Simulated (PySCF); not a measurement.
CHS2, SMILES S=C=[SH+], charge +1.

Geometry optimised at B3LYP-D3(BJ)/def2-TZVP. The isomer is the one that the SMILES or the coordinates give; other isomers of the formula were not compared.

Level of theory: CAM-B3LYP/def2-TZVPD run with PySCF.

The molecule is in vacuum.

- total energy = -834.78840 hartree
- point group = Cs
- highest occupied level = -15.63 eV
- lowest empty level = -8.13 eV
- orbital gap = 7.50 eV
- dipole moment about the centre of nuclear charge = 1.05 D
- mean static polarisability = 46.0 bohr³ (6.81 Å³)
- polarisability, principal values = 29.8, 31.8, 76.3 bohr³
